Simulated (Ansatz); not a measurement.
Basis sets compared for SnHMe2F (C₂H₇FSn). Total charge 0; singlet. Geometry PBE0-D4/def2-SVP. Ansatz on 4 threads of Arm Neoverse V1 on a shared host; times are rough, and most runs start from earlier orbitals.

Cartesian coordinates in Å:
```
Sn 0.555 0.426 0.304
H 0.800 1.749 1.371
C -0.463 0.955 -1.502
H -1.479 1.308 -1.275
H -0.527 0.076 -2.158
H 0.086 1.752 -2.021
C -0.230 -1.319 1.261
H 0.409 -1.601 2.110
H -0.259 -2.149 0.542
H -1.248 -1.125 1.627
F 2.357 -0.074 -0.260
```

In the def2 sets Sn takes a core potential, while STO-3G treats all electrons; there is no spin–orbit coupling.

STO-3G and 6-31G are all-electron sets without relativity, so their totals don't compare with the def2 sets.

Binding counts from free atoms (Sn triplet, H doublet, C triplet, F doublet) in the same basis, without a counterpoise term.

| level | functions | energy (Eh) | HOMO (eV) | LUMO (eV) | binding per atom (eV) | wall time |
| --- | --- | --- | --- | --- | --- | --- |
| HF/STO-3G | 49 | -6140.2577 | -8.90 | 10.41 | 3.47 | 0.25 s |
| HF/def2-TZVP | 185 | -392.7029 | -11.16 | 2.56 | 2.64 | 1.1 s |
| PBE-D4/def2-SVP | 103 | -394.2263 | -6.81 | -0.49 | 3.59 | 0.8 s |
| PBE-D4/def2-TZVP | 185 | -394.4615 | -7.02 | -0.86 | 3.60 | 1.5 s |
| r2SCAN-D4/def2-TZVP | 185 | -394.6631 | -7.30 | -0.47 | 3.56 | 3.3 s |
| PBE0-D4/def2-SVP | 103 | -394.2569 | -8.22 | 0.39 | 3.54 | 1.1 s |
| PBE0-D4/def2-TZVP | 185 | -394.4866 | -8.30 | 0.01 | 3.55 | 2 s |

Task: Estimate the rows for PBE-D4/def2-TZVPD, r2SCAN-D4/def2-TZVPD, PBE0-D4/def2-TZVPD.

Result: 
```csv
level,functions,energy (Eh),HOMO (eV),LUMO (eV),binding per atom (eV),wall time
PBE-D4/def2-TZVPD,233,-394.4637,-7.06,-0.99,3.60,2.3 s
r2SCAN-D4/def2-TZVPD,233,-394.6648,-7.32,-0.55,3.56,4.7 s
PBE0-D4/def2-TZVPD,233,-394.4883,-8.32,-0.17,3.55,3.1 s
```
